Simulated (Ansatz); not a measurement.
The cluster AlCu₆⁻, 7 atoms. Hardware: 4 threads of Intel Xeon Platinum 8259CL on a shared host.

Correlated methods freeze 59 core orbitals.

**Question.** How many basis functions does each of these Ansatz runs have, and roughly what does it cost? r2SCANh-D4/def2-TZVPD, charge -1 singlet, energy, from earlier orbitals; PBE0-D4/def2-TZVPD, charge -1 singlet, energy, from earlier orbitals; r2SCAN-D4/def2-TZVPD, charge -1 singlet, energy, from earlier orbitals; LDA (SPW92)/def2-TZVPD, charge -1 singlet, energy, from earlier orbitals; RPA@PBE/def2-SVPD, charge -1 singlet, energy, from earlier orbitals; PBE-D4/def2-TZVPD, charge -1 singlet, energy and forces, from earlier orbitals; B2PLYP/def2-TZVPD, charge -1 singlet, energy, from earlier orbitals; MP2/def2-SVPD, charge -1 singlet, energy, from earlier orbitals; PBE-D4/def2-SVPD, charge -1 singlet, relaxation, 12 steps.

**Answer.** Other jobs shared the machine, so times can vary by a factor of up to 3.

```
                                                                           run  functions  fitting or Cholesky vectors  wall time  peak host memory (GiB)
      LDA (SPW92)/def2-TZVPD, charge -1 singlet, energy, from earlier orbitals        331                         3078      9.5 s                     1.1
PBE-D4/def2-TZVPD, charge -1 singlet, energy and forces, from earlier orbitals        331                         3078       15 s                     1.1
           RPA@PBE/def2-SVPD, charge -1 singlet, energy, from earlier orbitals        228                         2390       20 s                    0.92
        r2SCAN-D4/def2-TZVPD, charge -1 singlet, energy, from earlier orbitals        331                         3078       30 s                     1.2
               MP2/def2-SVPD, charge -1 singlet, energy, from earlier orbitals        228                         2390       36 s                     1.3
          PBE0-D4/def2-TZVPD, charge -1 singlet, energy, from earlier orbitals        331                         3136       44 s                     2.3
       r2SCANh-D4/def2-TZVPD, charge -1 singlet, energy, from earlier orbitals        331                         3136       51 s                     2.3
           B2PLYP/def2-TZVPD, charge -1 singlet, energy, from earlier orbitals        331                         3136       58 s                     2.4
                     PBE-D4/def2-SVPD, charge -1 singlet, relaxation, 12 steps        228                         2629      100 s                    0.61
```
